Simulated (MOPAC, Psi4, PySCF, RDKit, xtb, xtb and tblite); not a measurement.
Two geometries of SMILES c1cccc(/C=C\OC)c1 (C9H10O), singlet, relaxed at GFN2-xTB with one dihedral held; other torsions can differ between them too.

Structure A

```
20

C     -3.5253    -0.3999    -0.9790
O     -2.1377    -0.2772    -0.7559
C     -1.8282     0.5304     0.3117
C     -1.4992     0.1139     1.5344
C     -1.3711    -1.2537     2.0185
C     -1.2806    -2.3550     1.1661
C     -1.1765    -3.6334     1.6807
C     -1.1582    -3.8402     3.0503
C     -1.2374    -2.7547     3.9075
C     -1.3378    -1.4752     3.3973
H     -3.6412    -1.0024    -1.8780
H     -3.9907     0.5812    -1.1337
H     -4.0164    -0.8975    -0.1355
H     -1.9285     1.5963     0.1080
H     -1.2941     0.8826     2.2680
H     -1.2807    -2.1993     0.0994
H     -1.1056    -4.4762     1.0081
H     -1.0768    -4.8411     3.4483
H     -1.2172    -2.9075     4.9770
H     -1.3989    -0.6317     4.0708
```

Structure B

```
20

C      3.5113    -0.2427    -1.1329
O      2.1442    -0.1883    -0.7965
C      1.8965     0.3768     0.4233
C      1.1585     1.4664     0.6437
C      0.4369     2.2805    -0.3219
C      0.2222     1.8826    -1.6425
C     -0.4511     2.7076    -2.5233
C     -0.9281     3.9399    -2.1078
C     -0.7306     4.3430    -0.7971
C     -0.0587     3.5215     0.0864
H      3.5826    -0.8170    -2.0548
H      3.9145     0.7627    -1.2939
H      4.0948    -0.7379    -0.3468
H      2.4231    -0.0982     1.2516
H      1.0626     1.7803     1.6746
H      0.5798     0.9197    -1.9683
H     -0.6093     2.3853    -3.5426
H     -1.4555     4.5808    -2.7993
H     -1.1046     5.3004    -0.4636
H      0.0932     3.8421     1.1078
```

Question: Which is lower in energy at the level PBE0-D3(BJ)/def2-SVP // GFN2-xTB in Psi4 1.11, and by how much?

Answer: B is lower, by 1.40 kcal/mol (dihedral C1–O2–C3–C4: 100° in A, 120° in B).

E(B) − E(A) in kcal/mol at the other levels, on the same two geometries: GFN2-xTB (xtb and tblite) -1.61; MMFF94 // GFN2-xTB (RDKit) -0.93; PBE0/def2-SVP // GFN2-xTB (Psi4) -1.61; PBE/def2-SVP // GFN2-xTB (Psi4) -1.90; PBE-D3(BJ)/def2-SVP // GFN2-xTB (Psi4) -1.68; UFF // GFN2-xTB (RDKit) -1.53; AM1, restricted, heats of formation // GFN2-xTB (MOPAC) -0.46; PM3, restricted, heats of formation // GFN2-xTB (MOPAC) -0.29; GFN1-xTB // GFN2-xTB (xtb) -1.22; restricted B3LYP/6-31G*, spherical d, density fitting // GFN2-xTB (PySCF) -1.44; restricted Hartree-Fock/LANL2DZ, density fitting // GFN2-xTB (PySCF) -0.99; restricted MP2 (frozen core)/3-21G // GFN2-xTB (PySCF) -0.57; restricted Hartree-Fock/STO-3G // GFN2-xTB (PySCF) -0.85.
